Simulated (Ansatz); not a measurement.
Cartesian coordinates in Å:
```
F -0.4189 0.6135 -0.6137
Y 0.4189 -0.6135 0.6137
```

Total charge 0; spin multiplicity 1. Y: def2 effective core potential.

Problem. List the PBE0/def2-TZVPP orbital energies in eV (Ansatz 0.2.0). (Estimate.)

Solution. Ansatz gave: Occupied: -673.21, -53.29, -33.52, -31.24, -31.24, -29.30, -11.89, -11.62, -11.62, -4.82. Lowest empty: -1.98, -1.98, -1.58, -1.58, -1.25, -0.42, -0.42, 0.95.
